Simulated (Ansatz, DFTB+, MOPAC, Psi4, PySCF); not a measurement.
Molecule: C₄H₁₀O (charge 0, singlet). SMILES: CC(CO)C
Geometry from a B3LYP-D3(BJ)/def2-TZVP (Ansatz, an electronic-structure program) optimisation:
```xyz
15

C     -1.6569    -0.7964    -0.3856
C     -0.5228     0.0477     0.1947
C     -0.4662     1.4303    -0.4530
C      0.8014    -0.6876     0.0491
O      1.8200     0.0545     0.7163
H     -2.6169    -0.2924    -0.2622
H     -1.7250    -1.7709     0.1027
H     -1.5095    -0.9663    -1.4559
H     -0.6973     0.1753     1.2686
H     -0.3111     1.3425    -1.5325
H      0.3503     2.0219    -0.0410
H     -1.4004     1.9726    -0.2940
H      0.7135    -1.6921     0.4817
H      1.0401    -0.8001    -1.0178
H      2.6631    -0.3907     0.5888
```
Charge 0, spin multiplicity 1.

Quantity: size of the dipole moment, in D. Set-up: no dispersion term unless named; SCC-DFTB with the Slater-Koster set that CP2K ships; non-relativistic; no spin-orbit coupling; 6-311+G** with 5d. First-principles and DFTB rows: single points at B3LYP-D3(BJ) geometries (Ansatz). Semi-empirical rows: dipoles at the shared geometry.

Measured values: NIST CCCBDB, as tabulated in the package chemicals; dipoles are vibrational averages and may belong to another conformer or a mix. 

Value to compare with, the measured value: 1.64 D.

```json
[
 {"level": "AM1", "program": "MOPAC", "size of the dipole moment (D)": "1.49", "error": "-0.15"},
 {"level": "PM3", "program": "MOPAC", "size of the dipole moment (D)": "1.40", "error": "-0.24"},
 {"level": "SCC-DFTB", "program": "DFTB+", "size of the dipole moment (D)": "1.16", "error": "-0.48"},
 {"level": "PBE/STO-3G", "program": "Ansatz", "size of the dipole moment (D)": "1.18", "error": "-0.46"},
 {"level": "PBE/3-21G", "program": "Ansatz", "size of the dipole moment (D)": "1.51", "error": "-0.13"},
 {"level": "B3LYP/cc-pVDZ", "program": "Ansatz", "size of the dipole moment (D)": "1.36", "error": "-0.28"},
 {"level": "PBE0/6-311+G**", "program": "Ansatz", "size of the dipole moment (D)": "1.54", "error": "-0.10"},
 {"level": "M06-2X/6-311+G**", "program": "PySCF", "size of the dipole moment (D)": "1.58", "error": "-0.06"},
 {"level": "wB97X-D/6-311+G**", "program": "Psi4", "size of the dipole moment (D)": "1.58", "error": "-0.06"}
]
```

0 of the 9 habitual levels lie above the measured value; their mean absolute error is 0.22 D, the median 0.15.

The levels are drawn from those run, B3LYP/6-31G* more often than the rest, none by its result; left out are runs that failed, that the program found above a lower state of the same kind, or whose <S^2> lies over 0.5 above the pure value.
